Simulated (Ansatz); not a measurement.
## Ansatz (development build ahead of 0.2.0) run

```yaml
crystal:
  periodic: [false, false, false]
  atoms:
    - { symbol: Cu, position_ang: [1.25, 0.0, 0.0] }
    - { symbol: Cu, position_ang: [-1.25, 0.0, 0.0] }
    - { symbol: O, position_ang: [0.0, 1.35, 0.0] }
    - { symbol: O, position_ang: [0.0, -1.35, 0.0] }
basis:
  gaussian: { orbitals: def2-SVP }
magnetization:
  spin_polarized: true
hamiltonian:
  xc: hf
scf:
  omitted_lower_state_checks: [stability, starts, atomic_configurations, cluster_reference, orbital_swaps, given_window_search, neighbouring_geometries, increment]
output:
  forces: true
```

The input is written out in the form of the current development build from the run's settings.

Results

```json
{
 "Converged": "yes",
 "Total energy": "-3426.80262 hartree",
 "Spin squared of the determinant": "0.000"
}
```

Forces (eV/Å):
```
atom      Fx      Fy     Fz
 Cu1  -0.065   0.000  0.000
 Cu2   0.065   0.000  0.000
  O3   0.000   0.069  0.000
  O4   0.000  -0.069  0.000
```

This is not the lowest solution: another run reaches a determinant 3.15 eV lower. Caution: no wide search was run, a lower solution can exist.
